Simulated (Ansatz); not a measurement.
Cost and result for the atomization energy of FGaH$_{4}$Si (`F[SiH2][GaH2]`) (7 atoms, 6 bonds).

The species carries charge 0 and has multiplicity 1. Correlated methods include outer-core shells of Ga, which these sets cover unevenly. Scalar relativity is left out up to krypton. Geometry: relaxed with PBE0-D4/def2-TZVP. Program: Ansatz. All runs use 2 threads of an Intel Xeon 6975P-C on a shared host. Times are those of one run each, without the atoms' runs, and a repeat can differ threefold. Electronic energies, without spin–orbit coupling; frozen cores. CCSD(T)/CBS adds CCSD(T) − MP2 in def2-TZVPP to the MP2 limit, and its time is that of the two runs behind it. T1 = 0.013. With those shells the extrapolation isn't a true limit. B3LYP takes the VWN-RPA correlation (the form of Gaussian; ORCA's B3LYP/G). HSE06 is the plane-wave form, built on full-range PBE exchange.

CCSD(T)/CBS is a level of theory with its own doubt, some kJ/mol a heavy atom from the limit and from the frozen cores, so smaller differences don't rank the functionals.

```csv
level,functions,atomization (kcal/mol),difference from CCSD(T)/CBS,per bond
CCSD(T)/def2-TZVPP,177,459.8,-10.5,-1.7
B97M-V/def2-TZVPP,177,471.9,1.6,0.3
revPBE-D4/def2-TZVPP,177,452.0,-18.3,-3.1
PBE-D4/def2-TZVPP (with forces),177,461.2,-9.1,-1.5
CCSD(T)/CBS(def2),–,470.3,0.0,0.0
PBE-QIDH/def2-TZVPP,177,461.2,-9.1,-1.5
HSE06-D4/def2-TZVPP,177,458.0,-12.3,-2.0
CAM-B3LYP-D4/def2-TZVPP,177,468.3,-2.0,-0.3
CCSD(T)/def2-SVP,84,433.6,-36.7,-6.1
B3LYP-D4/def2-TZVPP (with forces),177,463.0,-7.3,-1.2
r2SCANh-D4/def2-TZVPP,177,465.3,-5.0,-0.8
MP2/def2-QZVPP,336,467.5,-2.8,-0.5
B2PLYP/def2-TZVPP,177,460.1,-10.2,-1.7
```

Order the runs by time, with rough figures. (Best estimate.)

Computed: revPBE-D4/def2-TZVPP 0.95 s; PBE-D4/def2-TZVPP (with forces) 1.2 s; HSE06-D4/def2-TZVPP 1.6 s; CCSD(T)/def2-SVP 1.6 s; CAM-B3LYP-D4/def2-TZVPP 1.7 s; B3LYP-D4/def2-TZVPP (with forces) 1.9 s; r2SCANh-D4/def2-TZVPP 2.4 s; PBE-QIDH/def2-TZVPP 2.5 s; B2PLYP/def2-TZVPP 2.5 s; B97M-V/def2-TZVPP 3.6 s; MP2/def2-QZVPP 9 s; CCSD(T)/def2-TZVPP 15 s; CCSD(T)/CBS(def2) 24 s.

Leaving LDA and LC-ωPBE aside and taking each functional with its dispersion term where it has one, the values spread over 19.9 kcal/mol, from revPBE-D4 to B97M-V. LDA lies +62.8 kcal/mol from PBE without D4, its usual overbinding. The D4 term adds +4.6 kcal/mol with B3LYP and +2.4 kcal/mol with PBE0; it sums over pairs of atoms, weighted by their polarisabilities, and B3LYP, whose exchange is more repulsive, gets the larger term. From PBE to PBE0 (25 % exact exchange), in def2-TZVPP and without D4, the atomization energy moves by −2.7 kcal/mol: exact exchange takes away binding that semilocal exchange gives to molecules.
